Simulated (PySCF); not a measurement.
## Electron correlation in Ce⁴¹⁺ (cerium, charge +41)

[Ne] 3s2 3p5, 2P determinant. All numbers are calculated (PySCF 2.14, the non-relativistic Hamiltonian (point nucleus), in an uncontracted even-tempered set (16 s from 7.7 bohr⁻², ratio 2.5; 10 p from 10 bohr⁻², ratio 2.5; 4 d from 44 bohr⁻², ratio 2.7; 4 f from 66 bohr⁻², ratio 2.7)). Frozen: 1s2; 15 electrons correlated; the 17 highest virtual orbitals of each spin left out.

```tsv
level	correlation energy (mhartree)
CCSD	-598.62
(T)	-1.18
CCSD(T)	-599.80
```

Diagnostics: T1 = 0.00059, D1 = 0.0028, largest double amplitude 0.023.

Q: Is a single reference adequate?

A: Yes, within this model without spin-orbit coupling: T1 lies below 0.03 and no double amplitude reaches 0.07.

At this charge a non-relativistic calculation is a model, useful for the Z dependence of the correlation energy.
